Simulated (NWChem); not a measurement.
CH5FO2Si; SMILES O(C)[Si@H](F)O

```xyz
10

C     -0.0702     2.0236     0.4936
O     -0.2755     1.0846    -0.5326
Si    -0.0094    -0.5240    -0.4517
O      1.4435    -0.7858     0.2805
F     -1.1301    -1.2694     0.4550
H     -0.9258     2.0439     1.1897
H      0.8458     1.8058     1.0679
H      0.0297     3.0218     0.0421
H     -0.1142    -1.0572    -1.8206
H      1.5444    -1.5848     0.8051
```
Atoms are numbered in this order, from 1.

Program: NWChem. Structure relaxed at the PBE0/def2-SVP level. Level PBE/def2-SVP: energy and gradient on several grids; changes count from the extra-fine grid, which is no exact limit either.

| grid | size of the energy change (μHa) | largest change of a gradient component (μHa/bohr) | time, medium = 1 (rough) |
|---|---|---|---|
| xcoarse | 3000 | 3000 | about 1 |
| coarse | 100 | 300 | about 1 |
| medium | < 10 | 50 | about 1 |
| fine | < 10 | < 30 | about 1 |
| xfine | < 10 | < 30 | 2 |
